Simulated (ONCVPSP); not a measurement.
## Before and after: ONCV potential for Gd (Z = 64)

| Quantity | Value |
| --- | --- |
| Element | Gd (Z = 64) |
| Generator | ONCVPSP 4.0.1 |
| Type | optimised norm-conserving Vanderbilt (ONCV) |
| Functional | PBEsol |
| Relativity | fully relativistic |
| Frozen core | [Kr] 4d10 |
| Valence charge | 18 |
| Reference configuration | 4f7 5s2 5p6 5d1 6s2 |
| Partial waves | 5s+6s: rc 2.50 bohr, ncon 3, nbas 6, qcut 6.2 1/bohr, 2 projectors; 5p: rc 2.05 bohr, ncon 4, nbas 7, qcut 6.6 1/bohr, 2 projectors, debl 0.3 Ha; 5d: rc 3.35 bohr, ncon 5, nbas 9, qcut 4.2 1/bohr, 2 projectors, debl 0.9 Ha; 4f: rc 1.05 bohr, ncon 4, nbas 9, qcut 15.9 1/bohr, 3 projectors, debl 2.6 Ha |
| Local potential | polynomial inside 0.70 bohr (lpopt 5, dvloc0 2 Ha) |
| Core correction | Teter function fitted to the true core (icmod 2), fcfact 0.45 |

Open shells are filled in proportion to 2j + 1.

In the p channel the program set the typed energies aside and used -0.955, 0.250 Ha (j = l + 1/2; the other j can differ).

Change: all radii but the core radius scaled by about 1.28 (s 3.20, p 2.62, d 4.28, f 1.34 bohr); local potential polynomial inside 0.90 bohr (lpopt 5, dvloc0 2 Ha).

Cutoffs: the cutoffs (Ha) at which the residual kinetic energy of the hardest occupied pseudo-wave falls to 1 and 0.1 mHa per electron; they do not see the model core or the augmentation charge, which bear on the density cutoff. Errors are all-electron minus pseudo energies relative to the spin-unpolarised reference configuration.

Question: Predict the effect on cutoff, ghosts and configuration errors.

Answer: The potential gets softer (110 Ha and 120 Ha → 90 Ha and 101 Ha); the bound ghosts move from d, p, s to p, s; the lowest positive-energy flag moves from s at 93.7 eV to p1/2 at 20.4 eV; of the 3 tests that both files solve, the error grows in 3 and shrinks in 0 by more than 15 % and 0.3 meV (median size 0.8 → 11.1 meV). A larger radius leaves more room for a smooth pseudo-wave, so fewer plane waves are needed. More of the atom is replaced by a form fitted at one configuration, so other configurations suffer.

| quantity | base | changed |
| --- | --- | --- |
| cutoff, loose | 110 Ha | 90 Ha |
| cutoff, tight | 120 Ha | 101 Ha |
| loose cutoff by channel | s 8.8 Ha, p 14 Ha, d 6.7 Ha, f 110 Ha | s 4.6 Ha, p 8.1 Ha, d 5.5 Ha, f 90 Ha |
| bound ghosts | s, p3/2, d5/2, p1/2, d3/2 | s, p3/2 |
| GHOST(+) flags under 300 eV | s at 93.7 eV | p1/2 at 20.4 eV, d5/2 at 79.2 eV, d3/2 at 85.8 eV |
| tests counted as reliable (solved cleanly; for ONCVPSP, near-neutral configurations with less than one 5d electron left out) | 3 of 4 | 3 of 4 |
| error for 4f7 5s2 5p6 5d1 6s1, meV [ΔE 6.68 eV] | -0.1 | -0.7 |
| error for 4f7 5s2 5p6 5d1 6s0, meV [ΔE 18.72 eV] | -2.4 | -11 |
| error for 4f7 5s2 5p6 5d2 6s0, meV [ΔE 7.76 eV] | -0.8 | +25 |
| rms error of d²Exc/dni dnj with the model core, mHa | 3.42 | 3.61 |

 A true bound ghost makes a file unfit for plane-wave use even where its test errors are small: the radial tests pick states by their node count and pass the ghost by.
